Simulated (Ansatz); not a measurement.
Mulliken charges of `F[SiH2]C(Cl)Br` from ωB97M-V/def2-TZVPP in Ansatz (PBE0-D4/def2-TZVP geometry).

| atom | x (Å) | y (Å) | z (Å) | charge (e) |
| --- | --- | --- | --- | --- |
| F1 | -1.232 | -0.298 | 1.726 | -0.308 |
| Si2 | -0.168 | 0.463 | 0.811 | 0.457 |
| C3 | 0.201 | -0.591 | -0.704 | -0.186 |
| Cl4 | -1.248 | -0.897 | -1.658 | -0.056 |
| Br5 | 1.531 | 0.449 | -1.680 | -0.059 |
| H6 | -0.745 | 1.743 | 0.356 | -0.010 |
| H7 | 1.080 | 0.623 | 1.589 | -0.021 |
| H8 | 0.673 | -1.549 | -0.497 | 0.183 |

**Question.** By hand: the dipole of these point charges (1 e Å = 4.8032 D).

**Answer.** Σ q r = (0.353, 0.123, 0.034) e Å, of length 0.375 e Å = 1.80 D.

**Question.** How does the dipole of the full density compare? (Best estimate.)

**Answer.** The calculation gave: (0.207, -0.008, 0.087) e Å, 1.08 D; the point charges give 1.67 times that, at 27° from its direction.

Point charges leave out the atoms' own dipoles, such as those of lone pairs, and Mulliken's split depends on the basis, so the two needn't agree.
